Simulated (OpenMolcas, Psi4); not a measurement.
# C2H7BO (SMILES CBOC): the HOMO–LUMO gap, rung by rung

The species is C2H7BO (11 atoms), meant as a singlet with charge 0. As SMILES, `CBOC`. The coordinates come from a PBE0-D4/def2-TZVP relaxation. This is one conformer, not always the lowest.

Each level gives the HOMO–LUMO gap (eV). The values are calculated.

| level | kind | program | value (eV) | CPU time |
| --- | --- | --- | --- | --- |
| SVWN5/cc-pVDZ | LDA | OpenMolcas | 6.05 | 40 s |
| BLYP/cc-pVDZ | GGA | OpenMolcas | 6.27 | 85 s |
| PBE/cc-pVDZ | GGA | OpenMolcas | 6.21 | 73 s |
| revPBE/cc-pVDZ | GGA | OpenMolcas | 6.27 | 1.7 min |
| M06-L/cc-pVDZ | meta-GGA | OpenMolcas | 7.00 | 2 min |
| BHLYP/cc-pVDZ | global hybrid | OpenMolcas | 11.28 | 88 s |
| CAM-B3LYP/cc-pVDZ | range-separated hybrid | Psi4 | 11.36 | 47 s |
| B2PLYP/cc-pVDZ | double hybrid | OpenMolcas | 11.57 | 57 s |

The values span 6.05 to 11.57 eV. Orbital gaps aren't excitation energies, and those of double hybrids come from the SCF part alone; they tend to grow with the share of exact exchange. Times are those of the runs behind each value, whatever else they computed, on shared processors of several kinds: orders of magnitude only.
